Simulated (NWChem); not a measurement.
Molecule: C$_{5}$H$_{5}$F; SMILES C(CC(F)=C)#C

```xyz
11

C      0.2836    -2.6146     0.4830
C     -0.0020    -1.5896    -0.0927
C     -0.3521    -0.3550    -0.7891
C     -0.1120     0.8818     0.0242
C     -1.0072     1.8027     0.3655
F      1.1652     1.0075     0.3885
H      0.5386    -3.5223     0.9980
H      0.2468    -0.2846    -1.7155
H     -1.4089    -0.3822    -1.0957
H     -0.7075     2.6764     0.9465
H     -2.0506     1.6924     0.0715
```
Atoms are numbered in this order, from 1.

Geometry: optimised at PBE0/def2-SVP.

Give the principal values of the shielding tensors (ppm) of C1, C2, C3, C4, C5 from B3LYP/6-311G** (spherical d), GIAO (NWChem), with their diamagnetic and paramagnetic parts as GIAO splits them.


```json
[
 {"atom": "C1", "σ11": "35.8", "σ22": "41.4", "σ33": "253.6", "isotropic": "110.3", "diamagnetic": "258.0", "paramagnetic": "-147.7"},
 {"atom": "C2", "σ11": "8.5", "σ22": "8.7", "σ33": "294.4", "isotropic": "103.9", "diamagnetic": "269.8", "paramagnetic": "-166.0"},
 {"atom": "C3", "σ11": "142.6", "σ22": "153.5", "σ33": "174.2", "isotropic": "156.7", "diamagnetic": "244.2", "paramagnetic": "-87.5"},
 {"atom": "C4", "σ11": "-94.9", "σ22": "60.9", "σ33": "73.5", "isotropic": "13.2", "diamagnetic": "252.6", "paramagnetic": "-239.4"},
 {"atom": "C5", "σ11": "-8.3", "σ22": "122.2", "σ33": "152.1", "isotropic": "88.7", "diamagnetic": "255.9", "paramagnetic": "-167.3"}
]
```
